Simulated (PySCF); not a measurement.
# Magnetic susceptibility: `C=N/C=C/C(F)(F)F`, C₄H₄F₃N

Geometry (Å), atoms numbered from 1 in this order:
```xyz
12

C     2.5442    0.1374   -0.0769
N     1.6321   -0.6953    0.1221
C     0.3341   -0.4837    0.4399
C    -0.5679    0.0909   -0.3632
C    -2.0199    0.0963   -0.0461
F    -2.5988    1.2657   -0.3719
F    -2.2804   -0.1102    1.2552
F    -2.7105   -0.8525   -0.7161
H     2.4331    1.2143    0.0601
H     3.5141   -0.2305   -0.3798
H     0.0286   -0.9560    1.3663
H    -0.3076    0.5230   -1.3157
```

The calculation used GIAO KT3/pcSseg-1 magnetisability, rotational g tensor and spin-rotation constants, non-relativistic, gas phase in PySCF. Geometry: GFN2-xTB.

(1) How diamagnetic is it, and how anisotropic?

(2) Split it along the inertial axes a, b, c into diamagnetic and paramagnetic parts about the centre of mass, with the quadrupole moment.

(3) And the rotational g tensor?

## Answers

(1) Isotropic -866 × 10⁻³⁰ J/T², or -52.2 × 10⁻⁶ cm³/mol; principal values -976, -871, -752 × 10⁻³⁰ J/T², anisotropy 194 × 10⁻³⁰ J/T² (root of half the summed squared differences of the principal values). The susceptibility is in cgs units.

(2) 
| axis | χ (10⁻⁶ cm³/mol) | diamagnetic (10⁻⁶ cm³/mol) | paramagnetic (10⁻⁶ cm³/mol) | summed x² of all electrons (Å²) | quadrupole Θ (D Å) |
| --- | --- | --- | --- | --- | --- |
| a | -47.9 | -305.1 | 257.1 | 247.3 | +4.98 |
| b | -49.9 | -1186.7 | 1136.9 | 39.5 | -0.95 |
| c | -58.7 | -1216.4 | 1157.7 | 32.5 | -4.03 |

Anisotropies 2χaa − χbb − χcc = +12.7 and 2χbb − χaa − χcc = +6.9 × 10⁻⁶ cm³/mol. Θ is traceless in Buckingham's convention.

(3) 
```tsv
axis	rotational constant (GHz)	g	nuclear part	electronic part
a	4.8542	-0.0695	0.5169	-0.5864
b	1.0074	-0.0119	0.5262	-0.5381
c	0.9855	-0.0067	0.5294	-0.5360
```
Asymmetric top; isotopes 12C, 19F, 1H, 14N; no vibrational averaging.
